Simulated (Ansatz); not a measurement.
`BO[CH2][GeH3]` + `[OH][GeH2][F]` → `B[O][GeH2][F]` + `O[CH2][GeH3]`  (ligand exchange at a B–O bond)

Isolated molecules relaxed with PBE0-D4/def2-TZVP in Ansatz; ΔE leaves out vibrations. CCSD(T)/CBS adds triple-zeta CCSD(T) − MP2 to the extrapolated MP2 energy (def2 sets, frozen cores). Functionals use def2-TZVPP. B3LYP here is the variant with VWN-RPA as its local correlation; programs differ in this. For Ge outer-core shells are correlated without core-valence functions, which leaves a few kJ/mol of doubt a bond. Scalar relativity is left out up to krypton. One conformer a species, not always the lowest.

Question: Is it downhill or uphill in electronic energy at CCSD(T)/CBS, and by how much? (Estimate.)

Answer: The calculation gave: Uphill: ΔE = +12.9 kJ/mol.

Question: What do these levels give: PBE-D4, B3LYP-D4, ωB97M-V, B2PLYP, PBE, B3LYP, SCS-MP2/def2-TZVPP, CCSD/def2-TZVPP, MP2/def2-QZVPP, SCS-MP2/def2-QZVPP, HF/CBS(def2), MP2/CBS(def2)? (Best estimate.)

Answer: Ansatz gave: PBE-D4 17.1, B3LYP-D4 14.4, ωB97M-V 12.8, B2PLYP 13.6, PBE 16.6, B3LYP 13.7, SCS-MP2/def2-TZVPP 11.7, CCSD/def2-TZVPP 10.9, MP2/def2-QZVPP 13.3, SCS-MP2/def2-QZVPP 11.9, HF/CBS(def2) 4.7, MP2/CBS(def2) 13.6 kJ/mol.

Largest T1 diagnostic among the species: 0.013.

In def2-TZVPP, CCSD(T) changes the Hartree–Fock value by +7.1 kJ/mol (the triples alone add +1.4 kJ/mol) and MP2 by +7.9 kJ/mol. From PBE to PBE0 (25 % exact exchange), in def2-TZVPP and without D4, ΔE moves by −3.3 kJ/mol.
